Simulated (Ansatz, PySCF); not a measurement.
Pair of molecules: H2 (SMILES [H][H]) (first 2 atoms) with CH2O2 (SMILES O=CO); geometry from B3LYP-D3(BJ)/def2-TZVP, rigid monomers moved along the line of their centres of mass till H2···H7 is 2.01 Å.
(charge 0, multiplicity 1):
```xyz
7

H      0.015     0.413    -0.440
H     -0.078    -0.196    -0.020
O     -0.144    -1.163     2.493
C      0.065    -0.157     3.108
O      0.261     1.055     2.566
H      0.125    -0.087     4.202
H      0.202     0.961     1.599
```

Monomers are frozen at their geometry in the pair; levels with a basis set take the counterpoise correction. Rows marked so take none.

Cores are frozen in the correlated methods. CBS(a, b) extrapolates the correlation energy as X⁻³ and adds the Hartree–Fock energy of set b. Rows in STO-3G carry no dispersion term and start afresh at each structure.

Codes used: Ansatz (Gaussian basis) for Hartree–Fock, density functionals and correlated methods; PySCF for STO-3G rows, the dispersion terms. Each number belongs to the level named beside it.

### Question
What interaction energy does HF/STO-3G (no counterpoise) give?

### Answer
1.3 kcal/mol

Ansatz is a first-principles code.
